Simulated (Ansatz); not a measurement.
CH9BOSi2 can be A, `BOC([SiH3])[SiH3]`, or B, `CB(O)[SiH2][SiH3]`.

Program: Ansatz. Geometries: PBE0-D4/def2-TZVP. ΔE: electronic, gas phase. CCSD(T)/CBS adds triple-zeta CCSD(T) − MP2 to the extrapolated MP2 energy (def2 sets, frozen cores). Functionals use def2-TZVPP. B3LYP here is the variant with VWN-RPA as its local correlation; programs differ in this. One conformer a species, not always the lowest.

(1) Which isomer does CCSD(T)/CBS put lower? Give the gap. (Best estimate.)

(2) Give E(B) − E(A) in kJ/mol with ωB97M-V, PBE-D4, B3LYP-D4, PBE0-D4, HF/def2-TZVPP, CCSD/def2-TZVPP, MP2/def2-TZVPP. (Best estimate.)

Largest T1 diagnostic: 0.014.

Answers

(1) The calculation gave: B, by 115.0 kJ/mol.

(2) The calculation gave: ωB97M-V -108.7, PBE-D4 -135.5, B3LYP-D4 -110.3, PBE0-D4 -133.9, HF/def2-TZVPP -96.5, CCSD/def2-TZVPP -112.9, MP2/def2-TZVPP -109.8. None reverses the order clearly.

In def2-TZVPP, CCSD(T) changes the Hartree–Fock value by −17.4 kJ/mol (the triples alone add −1.0 kJ/mol) and MP2 by −13.3 kJ/mol. The D4 term adds +4.3 kJ/mol with B3LYP and +2.1 kJ/mol with PBE0; it sums over pairs of atoms, weighted by their polarisabilities, and B3LYP, whose exchange is more repulsive, gets the larger term.
